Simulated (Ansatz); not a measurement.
Reactions of C₃H₄Cl₂, SMILES `ClC1(Cl)CC1`.

Program: Ansatz. Geometries: PBE0-D4/def2-TZVP. ΔE: electronic, gas phase. CCSD(T)/CBS is the MP2 limit (def2-TZVPP, def2-QZVPP) plus CCSD(T) − MP2 in def2-TZVPP, frozen cores. This one scheme is used for every species, atoms too. DFT in def2-TZVPP. Open shells (•) are unrestricted, without spin–orbit coupling. Spin–orbit coupling would lower the free atoms: a little for C, Cl. Elements past krypton have def2 core potentials. Bonds to Te are less sure, by a few kJ/mol each and by 10 to 20 or more in all where they break to atoms, as the def2 sets lack core-valence functions.

```json
{"reaction": "`ClC1(Cl)CC1` → `C/C(Cl)=C\\Cl`", "CCSD(T)/CBS(def2) (eV)": "-0.55"}
{"reaction": "`ClC1(Cl)CC1` → 3 C• + 2 Cl• + 4 H•", "CCSD(T)/CBS(def2) (eV)": "?"}
{"reaction": "`ClC1(Cl)CC1` + H₂Te → `ClC1([TeH])CC1` + HCl", "CCSD(T)/CBS(def2) (eV)": "-0.38"}
{"reaction": "`ClC1(Cl)CC1` + SiH₄ → `[SiH3]C1(Cl)CC1` + HCl", "CCSD(T)/CBS(def2) (eV)": "-0.74"}
```

Task: Fill in the missing values. (Best estimate.)

Result: The calculation gave: `ClC1(Cl)CC1` → 3 C• + 2 Cl• + 4 H•: +34.98 eV.

Largest T1 diagnostic: 0.011, for SiH₄.
